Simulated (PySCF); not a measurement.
ClH4NSn, SMILES [NH2][SnH2][Cl]. The structure is a stationary point at B3LYP-D3(BJ)/def2-SVP. The def2 effective core potentials stand for the cores of Sn; spin–orbit coupling is left out. Other conformers were not sampled.

Computed equilibrium geometry at B3LYP-D3(BJ)/def2-SVP (PySCF confirms it by a frequency run) as Cartesian coordinates in Å, and its point group (one conformer of several):
point group Cs.
```xyz
7

Sn    -0.3333     0.3447     0.0000
N      1.2505     1.6299     0.0000
Cl     0.3896    -1.9337     0.0000
H     -1.2019     0.5781    -1.4553
H     -1.2019     0.5781     1.4553
H      1.8469     1.5358    -0.8229
H      1.8469     1.5358     0.8229
```
